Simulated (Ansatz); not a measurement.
Ansatz results at the PBE0-D4/def2-TZVP geometry: HOMO energy (B3LYP/def2-TZVPP) -6.90 eV; HOMO energy (ωB97M-V/def2-TZVPP) -9.55 eV; HOMO energy (PBE/def2-TZVPP) -5.64 eV.

Each molecule was computed in one conformer, which needn't be the lowest.

Task: Which molecule gave them?
A. `[SiH3][SiH]1NCS1`
B. `NCOCN`
C. `CNC(N)O`
D. `O[SiH]1C[Te]1`

Result: B. The others give `[SiH3][SiH]1NCS1`: -6.38, -8.69, -5.42; `CNC(N)O`: -6.58, -9.21, -5.33; `O[SiH]1C[Te]1`: -6.01, -8.30, -5.23.

B3LYP here is the variant with VWN-RPA as its local correlation; programs differ in this.
